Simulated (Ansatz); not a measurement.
Input and output for `C[N](C)[Y]([Cl])[N](C)C`.

```yaml
crystal:
  periodic: [false, false, false]
  atoms:
    - {symbol: C, position_ang: [1.755285, -1.582710, -0.720554]}
    - {symbol: N, position_ang: [1.038616, -0.545772, -1.415186]}
    - {symbol: C, position_ang: [1.457350, -0.448585, -2.794074]}
    - {symbol: Y, position_ang: [-0.469182, 0.785298, -0.721465]}
    - {symbol: Cl, position_ang: [-1.482928, 2.467769, -2.271776]}
    - {symbol: N, position_ang: [-1.109268, 0.667162, 1.304122]}
    - {symbol: C, position_ang: [-0.682647, -0.203474, 2.367599]}
    - {symbol: C, position_ang: [-2.136486, 1.579579, 1.750045]}
    - {symbol: H, position_ang: [1.598249, -2.572874, -1.176939]}
    - {symbol: H, position_ang: [1.434054, -1.653279, 0.324025]}
    - {symbol: H, position_ang: [2.842242, -1.404186, -0.715520]}
    - {symbol: H, position_ang: [2.529341, -0.214156, -2.888017]}
    - {symbol: H, position_ang: [1.283956, -1.384206, -3.348597]}
    - {symbol: H, position_ang: [0.907809, 0.343210, -3.319733]}
    - {symbol: H, position_ang: [0.096206, -0.893072, 2.025236]}
    - {symbol: H, position_ang: [-1.510000, -0.815820, 2.759915]}
    - {symbol: H, position_ang: [-0.269275, 0.356200, 3.221613]}
    - {symbol: H, position_ang: [-1.791158, 2.225198, 2.572736]}
    - {symbol: H, position_ang: [-3.033416, 1.052240, 2.110970]}
    - {symbol: H, position_ang: [-2.458748, 2.241488, 0.935583]}
basis:
  gaussian: {orbitals: STO-3G}
magnetization: {spin_polarized: false, initial_magnetization: 2}
hamiltonian: {xc: {name: PBEsol}, dispersion: d3bj}
scf: {lower_state_search: full}
output: {forces: true}
```

```sh
$ ansatz run in.yaml --threads 4 --pin off --events-out ev --progress --plain --max-ram 46080MiB --backend cpu
```

Output, abridged:

```
Functional definition: PBEsol
1008 factors; integrals over basis functions are off by at most 8.6e-5 eV
mean field evaluation 1: about -109262.5249 eV, gradient 1.4e1 eV
mean field evaluation 2: about -109262.3480 eV, gradient 1.4e1 eV
mean field evaluation 4: about -109262.6208 eV, gradient 1.5e1 eV
mean field evaluation 8: about -109263.3170 eV, gradient 3.7e0 eV
mean field evaluation 16: about -109263.3843 eV, gradient 8.9e-1 eV
mean field evaluation 64: about -109256.0656 eV, gradient 2.2e1 eV
mean field evaluation 576: about -109260.4792 eV, gradient 2.4e1 eV
mean field evaluation 608: about -109262.4012 eV, gradient 1.5e1 eV
mean field -109263.38778771 eV, -4015.3554398140 hartree, gradient 3.0e-5 eV, S^2 2.000000; 14 other end points of the search recorded, 0 dependent functions left out
reference -109263.38782923 eV, -4015.3554413398 hartree; 54, 52 occupied and 24, 26 virtual orbitals, 1008 factors
Total energy: -109263.61888157 eV, -4015.3639323568 hartree
Atom 0 at     1.755285    -1.582710    -0.720554 Å, force     0.822508    -1.240144     0.918259 eV/Å
Atom 1 at     1.038616    -0.545772    -1.415186 Å, force     0.448370    -0.386584    -0.218264 eV/Å
Atom 2 at     1.457350    -0.448585    -2.794074 Å, force     0.438975     0.176121    -1.635200 eV/Å
Atom 3 at    -0.469182     0.785298    -0.721465 Å, force    -1.215927     2.020194    -1.858340 eV/Å
Atom 4 at    -1.482928     2.467769    -2.271776 Å, force     0.201763    -0.332804     0.307263 eV/Å
Atom 5 at    -1.109268     0.667162     1.304122 Å, force    -0.198334    -0.021379     0.596945 eV/Å
Atom 6 at    -0.682647    -0.203474     2.367599 Å, force     0.580629    -1.100108     1.238493 eV/Å
Atom 7 at    -2.136486     1.579579     1.750045 Å, force    -1.208176     1.105121     0.446452 eV/Å
Atom 8 at     1.598249    -2.572874    -1.176939 Å, force    -0.101489    -0.448841    -0.324267 eV/Å
Atom 9 at     1.434054    -1.653279     0.324025 Å, force    -0.265209     0.079649     0.515007 eV/Å
Atom 10 at     2.842242    -1.404186    -0.715520 Å, force     0.535539     0.150304    -0.088044 eV/Å
Atom 11 at     2.529341    -0.214156    -2.888017 Å, force     0.553397     0.077406     0.065100 eV/Å
Atom 12 at     1.283956    -1.384206    -3.348597 Å, force    -0.090294    -0.527441    -0.173125 eV/Å
Atom 13 at     0.907809     0.343210    -3.319733 Å, force    -0.412842     0.472960    -0.084313 eV/Å
Atom 14 at     0.096206    -0.893072     2.025236 Å, force     0.392936    -0.291274    -0.317052 eV/Å
Atom 15 at    -1.510000    -0.815820     2.759915 Å, force    -0.486863    -0.231630     0.162080 eV/Å
Atom 16 at    -0.269275     0.356200     3.221613 Å, force     0.148276     0.367970     0.397947 eV/Å
Atom 17 at    -1.791158     2.225198     2.572736 Å, force     0.260032     0.243796     0.436063 eV/Å
Atom 18 at    -3.033416     1.052240     2.110970 Å, force    -0.383629    -0.363410     0.197505 eV/Å
Atom 19 at    -2.458748     2.241488     0.935583 Å, force    -0.019662     0.250096    -0.582507 eV/Å
Dipole moment:     0.529327    -0.882503     0.811972 e Å
```

Hardware: 4 threads of an AMD EPYC 7R13 on a shared host. Wall time 26 s, peak host memory 0.27 GiB.
